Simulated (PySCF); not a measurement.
## O+: ionisation energy

O+ [He] 2s2 2p3 (4S) → O(2+) [He] 2s2 2p2 (3P), as a difference of total energies. All numbers are calculated (PySCF 2.14, no relativity, point nucleus, in def2-QZVPPD). Correlated levels: valence: 1s2 frozen. The calculations carry no spin-orbit coupling.

| method | ionisation energy (eV) |
| --- | --- |
| UHF | 34.579 |
| MP2 (valence) | 35.250 |
| SCS-MP2 (valence) | 34.984 |
| CCSD (valence) | 35.066 |
| CCSD(T) (valence) | 35.078 |

**Question.** How much does correlation contribute at CCSD(T) (valence)?

**Answer.** 35.078 − (34.579) = 0.499 eV, measured against UHF.

A first-order spin-orbit estimate (lowest level to lowest level, LS coupling) adds -0.028 eV.

Errors of the correlated levels include the incompleteness of this basis and the frozen core.

For comparison: 35.121 eV (measured; NIST Atomic Spectra Database, ionization energies).
